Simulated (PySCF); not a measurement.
Polarisability and C₆ of C²⁺ (carbon, charge +2)

[He] 2s2, closed-shell 1S. All numbers are calculated (PySCF 2.14, scalar relativity by spin-free X2C-1e, in dyall-av3z). Coupled (time-dependent) response in atomic units; α is the mean over directions.

```tsv
method	mean α (bohr³)	C₆ (like pair)	S(−4)
UHF	4.500	7.093	23.09
PBE	4.210	6.477	19.98
PBE0	4.269	6.602	20.57
BLYP	4.267	6.550	20.94
B3LYP	4.310	6.636	21.42
```

S(−4) is the Cauchy moment in α(ω) = α(0) + S(−4) ω² + …

α(iu) at UHF:

```
u (hartree)  α(iu) (bohr³)
          0          4.500
     0.0500          4.443
      0.100          4.281
      0.200          3.743
      0.300          3.108
      0.500          2.056
      0.750          1.288
       1.00         0.8768
       1.50         0.4883
       2.00         0.3155
       3.00         0.1668
       5.00        0.07313
```

For an ion, C₆ is the dispersion term alone; charge-induced terms of lower order in 1/R come first.
